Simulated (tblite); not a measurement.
Input of a run (GFN2-xTB geometry optimisation, gas phase (tblite 0.8.0)), started from a force field or distance geometry:
```
{"job": {"kind": "relax", "xc": "GFN2-xTB", "basis": "xTB"}, "charge": 0, "multiplicity": 2}
C     -3.025700     0.100200     0.925000
C     -1.915900    -0.574400     0.705800
C     -1.150300    -0.534300    -0.570800
C      0.224500    -0.022400    -0.434300
C      0.517200     1.331500    -0.528000
C      1.819500     1.759800    -0.393100
C      2.888600     0.909400    -0.141300
C      2.592000    -0.443300    -0.025900
C      1.290500    -0.902700    -0.170500
H     -3.395200     0.715000     0.094300
H     -3.590100     0.072600     1.857100
H     -1.563900    -1.196600     1.565500
H     -1.146100    -1.557900    -0.969800
H     -1.675800     0.154100    -1.273000
H     -0.288000     2.061900    -0.732800
H      3.896100     1.277900    -0.017600
H      3.387500    -1.165700     0.172200
H      1.126300    -1.978700    -0.074400
```

Output (eV, eV/Å):
```
step      E/eV     max force
  0    -645.06686    1.785
  1    -645.17668    0.593
  2    -645.19853    0.388
  3    -645.21571    0.301
  4    -645.22688    0.366
  5    -645.23306    0.220
  6    -645.23666    0.120
  7    -645.23894    0.125
  8    -645.24098    0.111
  9    -645.24235    0.087
 10    -645.24322    0.084
 11    -645.24410    0.088
 12    -645.24530    0.094
 13    -645.24660    0.097
 14    -645.24769    0.077
 15    -645.24855    0.070
 16    -645.24929    0.077
 17    -645.24986    0.063
 18    -645.25021    0.040
 19    -645.25045    0.034
 20    -645.25068    0.036
 21    -645.25092    0.040
 22    -645.25115    0.036
 23    -645.25138    0.036
 24    -645.25166    0.045
 25    -645.25202    0.050
 26    -645.25238    0.044
 27    -645.25267    0.034
 28    -645.25293    0.034
 29    -645.25318    0.038
 30    -645.25343    0.040
 31    -645.25363    0.034
 32    -645.25381    0.035
 33    -645.25400    0.032
 34    -645.25420    0.035
 35    -645.25437    0.027
 36    -645.25449    0.028
 37    -645.25460    0.033
 38    -645.25474    0.033
 39    -645.25487    0.027
 40    -645.25497    0.027
 41    -645.25505    0.029
 42    -645.25514    0.029
 43    -645.25525    0.025
 44    -645.25536    0.023
 45    -645.25544    0.024
 46    -645.25551    0.028
 47    -645.25557    0.027
 48    -645.25564    0.020
 49    -645.25569    0.019
 50    -645.25572    0.012
 51    -645.25574    0.011
 52    -645.25576    0.009
```

Problem. Summarise the run.

Solution. The energy falls by 4.4 kcal/mol over 52 L-BFGS steps, the largest force on an atom goes from 1.79 to 0.009 eV/Å, and the atoms move by 0.089 Å rms after alignment. The bond that changes most is C2–H12 (ends: carbon bonded to 2 C and H; hydrogen on carbon), which shortens by 0.036 Å. Bonds longer at the end by more than 0.005 Å: 3 of 18; shorter: 10. Among the angles that change most is C3–C2–H12, from 120.8° to 115.0°. The energy never rose by more than 1e-5 eV on the way. The first step brought 58 % of the lowering.

Problem. What are the final bond lengths?

Solution. C1=C2 1.319 Å, C2–C3 1.500 Å, C3–C4 1.506 Å, C4–C5 1.399 Å, C5–C6 1.361 Å, C6–C7 1.364 Å, C7–C8 1.393 Å, C8–C9 1.383 Å, C4–C9 1.388 Å, C1–H10 1.078 Å, C1–H11 1.077 Å, C2–H12 1.082 Å, C3–H13 1.094 Å, C3–H14 1.091 Å, C5–H15 1.080 Å, C7–H16 1.079 Å, C8–H17 1.081 Å, C9–H18 1.081 Å. Numbering counts from 1 in the input's order; the species is `C=CCc1c[c]ccc1` [radical].

Its GFN2-xTB frequencies are all real (lowest 21 cm⁻¹). 3 starts were optimised and ended at 0.00, 0.00 and 0.02 kcal/mol (GFN2-xTB); the lowest of these is shown.

Shape of the structure used: `[CH2:1]=[CH:2][CH2:3][c:4]1[cH:5][c:6][cH:7][cH:8][cH:9]1`: C1–C2–C3–C4 121°, C2–C3–C4–C5 -87°.

One conformer stands for the species.

The numbers are calculated, not measured.
